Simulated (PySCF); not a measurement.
Gas-phase reaction: 3 In(CH3)3 → 3 InCH3 + 2 C3H6 (cyclic) + 6 H

Computed with PySCF and rigid-rotor harmonic-oscillator thermochemistry at 1 bar. † marks an energy on the PBE0/def2-TZVP geometry and frequencies; other levels use their own. MP2 and CCSD(T) freeze the core. Open shells (unrestricted): H (multiplicity 2); the rest are closed-shell singlets. B3LYP is the form with VWN-RPA correlation. In: scalar-relativistic def2 core potential, no spin-orbit coupling. Methyl groups turn as free rotors in In(CH3)3. InCH3: computed as isolated molecules; such fragments, hydroxides, amides, oligomers or adducts are transient or little studied in the gas. MP2 isn't extrapolated to the basis-set limit; its ΔH°(298 K) is 1510.2 kJ in def2-SVP and 1613.3 kJ in def2-TZVPP. CCSD(T) isn't extrapolated to the basis-set limit. The harmonic model lacks anharmonicity and excited electronic states, which grow with temperature; levels with a mode under 35 cm⁻¹ are left out. Soft modes under 120 cm⁻¹ make the harmonic entropy rough for In(CH3)3.

```json
[
 {"level": "B3LYP/def2-TZVP†", "ΔE electronic, kJ": "1692", "ΔH°(298 K), kJ": "1581", "ΔS°(298 K), J/K": "827", "ΔG°(800 K), kJ": "907"},
 {"level": "BLYP/def2-TZVP†", "ΔE electronic, kJ": "1641", "ΔH°(298 K), kJ": "1530", "ΔS°(298 K), J/K": "827", "ΔG°(800 K), kJ": "856"},
 {"level": "CCSD(T)/def2-SVP†", "ΔE electronic, kJ": "1641", "ΔH°(298 K), kJ": "1530", "ΔS°(298 K), J/K": "827", "ΔG°(800 K), kJ": "857"},
 {"level": "HF/def2-TZVP†", "ΔE electronic, kJ": "1368", "ΔH°(298 K), kJ": "1257", "ΔS°(298 K), J/K": "827", "ΔG°(800 K), kJ": "584"},
 {"level": "M06-2X/def2-TZVP†", "ΔE electronic, kJ": "1725", "ΔH°(298 K), kJ": "1614", "ΔS°(298 K), J/K": "827", "ΔG°(800 K), kJ": "940"},
 {"level": "MP2/def2-TZVPP†", "ΔE electronic, kJ": "1724", "ΔH°(298 K), kJ": "1613", "ΔS°(298 K), J/K": "827", "ΔG°(800 K), kJ": "940"},
 {"level": "PBE/def2-SVP", "ΔE electronic, kJ": "1612", "ΔH°(298 K), kJ": "1502", "ΔS°(298 K), J/K": "824", "ΔG°(800 K), kJ": "831"},
 {"level": "PBE/def2-TZVP†", "ΔE electronic, kJ": "1663", "ΔH°(298 K), kJ": "1552", "ΔS°(298 K), J/K": "827", "ΔG°(800 K), kJ": "878"},
 {"level": "LDA/def2-TZVP†", "ΔE electronic, kJ": "1887", "ΔH°(298 K), kJ": "1776", "ΔS°(298 K), J/K": "827", "ΔG°(800 K), kJ": "1102"}
]
```
ΔH° is lowest at HF/def2-TZVP† and highest at LDA/def2-TZVP†. No reference value is set beside these.
